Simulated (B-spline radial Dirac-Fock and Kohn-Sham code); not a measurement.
**Dipole and non-dipole photoemission parameters of W⁵⁺ 4p3/2**

System: tungsten as W⁵⁺, configuration [Xe] 4f14 5d1; threshold 482.4 eV (orbital energy of the model). The computed values come from a radial B-spline solver: Dirac-Hartree-Slater photoionisation with a Latter tail; cross sections with all multipoles, angular parameters from the dipole term and its interference with E2.

For linearly polarised light dσ/dΩ = σ/(4π) [1 + β P₂(cos θ) + (δ + γ cos²θ) sin θ cos φ], with θ from the polarisation vector and φ the angle between the beam and the projection of the electron momentum on the plane normal to the polarisation.

```csv
hν (eV),σ (kb),β,γ,δ
650,187,0.581,0.068,0.084
679,180,0.678,0.119,0.078
754,164,0.871,0.219,0.063
953,127,1.184,0.325,0.034
1253.6,89.8,1.410,0.287,0.013
1486.9,70.3,1.507,0.216,0.006
1850,50.1,1.598,0.110,0.002
1920,?,?,?,?
2984.4,21.8,1.711,-0.042,0.003
5900,5.47,1.737,0.209,0.012
6000,5.27,1.736,0.223,0.013
6080,5.12,1.735,0.235,0.013
7150,3.56,1.722,0.392,0.016
7880,2.84,1.712,0.501,0.018
8047.8,2.71,1.709,0.526,0.019
9251.7,1.95,1.690,0.702,0.022
12900,0.859,1.627,1.193,0.036
```

**Question.** Give the values at 1920 eV.

**Answer.** σ = 47.1 kb, β = 1.611, γ = 0.092, δ = 0.001.
